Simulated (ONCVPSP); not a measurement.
## gallium: one change to an ONCV potential, before and after

Ga (Z = 31), optimised norm-conserving Vanderbilt (ONCV), made with ONCVPSP 4.0.1 (PBE, scalar-relativistic). Core [Ne] 3s2, reference 3p6 3d10 4s2 4p1. Waves: 4s: rc 2.00 bohr, ncon 4, nbas 7, qcut 4 1/bohr, 2 projectors, debl 3.9 Ha; 3p+4p: rc 1.35 bohr, ncon 4, nbas 7, qcut 7.9 1/bohr, 2 projectors; 3d: rc 1.00 bohr, ncon 4, nbas 8, qcut 18.6 1/bohr, local. Local part: the d channel. Core correction: Teter function, fcfact 3.75, rcfact 1.5.

All-electron outer shells of the reference configuration (PBE, scalar-relativistic, ld1.x):

| shell | level (eV) | outermost node (bohr) | outermost maximum (bohr) |
| --- | --- | --- | --- |
| 2p | -1098.84 | – | 0.15 |
| 3s | -148.13 | 0.27 | 0.56 |
| 3p | -98.86 | 0.24 | 0.56 |
| 3d | -19.15 | – | 0.53 |
| 4s | -8.95 | 0.81 | 1.90 |
| 4p | -2.58 | 0.87 | 2.53 |

Change: fully relativistic.

Cutoffs: the cutoffs (Ha) at which the residual kinetic energy of the hardest occupied pseudo-wave falls to 1 and 0.1 mHa per electron; they do not see the model core or the augmentation charge, which bear on the density cutoff. Errors are all-electron minus pseudo energies relative to the spin-unpolarised reference configuration.

Task: Predict the effect on cutoff, ghosts and configuration errors.

Result: The potential gets neither clearly harder nor softer (119 Ha and 135 Ha → 119 Ha and 135 Ha); both files keep a bound ghost (s); the miss of the reference levels goes from 0.00 to 0.28 eV; of the 3 tests that both files solve, the error grows in 1 and shrinks in 1 by more than 15 % and 0.3 meV (median size 0.1 → 0.7 meV). In the changed file the local d channel has no projectors, so it cannot carry the spin–orbit splitting, and the file is wrong for that shell.

| quantity | base | changed |
| --- | --- | --- |
| cutoff, loose | 119 Ha | 119 Ha |
| cutoff, tight | 135 Ha | 135 Ha |
| loose cutoff by channel | s 7.0 Ha, p 48 Ha, d 119 Ha | s 7.0 Ha, p 49 Ha, d 119 Ha |
| bound ghosts | s | s |
| GHOST(+) flags under 300 eV | s at 180.0 eV | s at 179.9 eV |
| largest miss of a reference level, eV | 0.00 | 0.28 |
| tests with a reliable result | 3 of 4 | 3 of 4 |
| error for 3p6 3d10 4s2 4p0, meV [ΔE 5.69 eV] | 0.0 | +0.7 |
| error for 3p6 3d10 4s1 4p0, meV [ΔE 26.82 eV] | -6.2 | -3.1 |
| error for 3p6 3d10 4s2 4p0.5, meV [ΔE 2.03 eV] | -0.1 | +0.1 |
| s: phases at 2.03 bohr within 0.05 rad from the reference energy up to (Ha; the scan ends near 5) | to the end of the scan | to the end of the scan |
| rms error of d²Exc/dni dnj with the model core, mHa | 1.43 | 6.00 |

 A true bound ghost makes a file unfit for plane-wave use even where its test errors are small: the radial tests pick states by their node count and pass the ghost by.
